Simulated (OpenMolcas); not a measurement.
## What dynamic correlation does to the levels of Tc3+

```yaml
Program: OpenMolcas
Basis: ANO-RCC-VTZP [7s6p4d2f1g]
Scalar_Hamiltonian: DKH2, point nucleus
Active_space: 4 electrons in 5 orbitals (4d)
State_averaging: 2S+1 = 5 even, 5 roots; 2S+1 = 3 even, 45 roots; 2S+1 = 1 even, 50 roots
Spin-orbit_coupling: state interaction with AMFI integrals over the reference wave functions, term energies averaged over their components
```

Methods on the same reference wave functions:
A. CASSCF
B. SS-CASPT2, IPEA 0.25 Eh, imaginary shift 0.1 Eh (closed shells correlated: 4s 4p)
C. MS-CASPT2, IPEA 0.25 Eh, imaginary shift 0.1 Eh (closed shells correlated: 4s 4p)
D. XMS-CASPT2, IPEA 0.25 Eh, imaginary shift 0.1 Eh (closed shells correlated: 4s 4p)

Energies in cm⁻¹ above 4d⁴ ⁵D₀.

| Level | A | B | C | D |
| --- | --- | --- | --- | --- |
| 4d⁴ ⁵D₀ | 0.0 | 0.0 | 0.0 | 0.0 |
| 4d⁴ ⁵D₁ | 321 | 346 | 346 | 341 |
| 4d⁴ ⁵D₂ | 898 | 945 | 944 | 935 |
| 4d⁴ ⁵D₃ | 1660 | 1712 | 1710 | 1701 |
| 4d⁴ ⁵D₄ | 2556 | 2590 | 2590 | 2590 |
| 4d⁴ ³H₄ | 18087 | 15990 | 15990 | 16600 |
| 4d⁴ ³P₀(1) | 18279 | 14650 | 14660 | 15120 |
| 4d⁴ ³H₅ | 18815 | 16810 | 16810 | 17450 |
| 4d⁴ ³H₆ | 19485 | 17530 | 17530 | 18180 |
| 4d⁴ ³P₁(1) | 20028 | 16430 | 16430 | 16930 |
| 4d⁴ ³F₃(1) [66 %] | 20989 | 17860 | 17860 | 18420 |
| 4d⁴ ³F₂(1) | 21180 | 18010 | 18010 | 18610 |
| 4d⁴ ³F₄(1) [71 %] | 21383 | 18360 | 18360 | 18940 |
| 4d⁴ ³P₂(1) | 22619 | 18960 | 18950 | 19450 |
| 4d⁴ ³G₃ [66 %] | 23386 | 20250 | 20240 | 20740 |
| 4d⁴ ³G₄ [74 %] | 23875 | 20720 | 20720 | 21130 |
| 4d⁴ ³G₅ | 24308 | 21250 | 21250 | 21710 |
| 4d⁴ ¹I₆ | 28007 | 25130 | 25130 | 25470 |
| 4d⁴ ³D₃ | 29218 | 24320 | 24320 | 24770 |
| 4d⁴ ³D₂ | 29433 | 24550 | 24550 | 24970 |
| 4d⁴ ³D₁ | 29806 | 24940 | 24940 | 25400 |
| 4d⁴ ¹G₄(1) | 30088 | 26370 | 26370 | 26160 |
| 4d⁴ ¹S₀(1) | 34249 | 28750 | 28730 | 28240 |
| 4d⁴ ¹D₂(1) | 36070 | 30510 | 30500 | 30140 |

Among B to D the level of the table that moves most is 4d⁴ ³H₆, by 650 cm-1 (lowest in C, highest in D). Moves below CASPT2's spread within the term are not significant.

From A to B the spin-free energies of the other terms of 4d⁴ shown, above ⁵D, scale by factors of 0.81 to 0.89, as is usual when dynamic correlation screens the repulsion within a d or f shell.

The lowest spin-free term lies below A's lowest term by 0.328 hartree in B, 0.328 hartree in C, 0.333 hartree in D.

CASPT2 does not keep the components of a term degenerate, so their means are used; among the terms shown or strongly mixed into the levels shown the widest spread is 2000 cm-1 (4d⁴ ¹I, D). The CASPT2 spread within a term exceeds the gap to the next term for 4d⁴ ³D and 4d⁴ ¹I, 4d⁴ ¹I and 4d⁴ ¹G(1), so the order of their levels is uncertain (figures for C; the like holds for D). Without dynamic correlation excited terms often stand tens of per cent too high (terms of higher spin than the ground term too low), and those without a measured partner can miss by more than the paired ones (holds for A). Levels of configurations outside the active space are missing. Levels that lie high or do not pair safely by name in every column are left out.

A share in square brackets marks a mixed level and gives the weight of the term that names it, the lowest over the columns. A number in round brackets counts repeated terms of one configuration in the order of the reference energies.
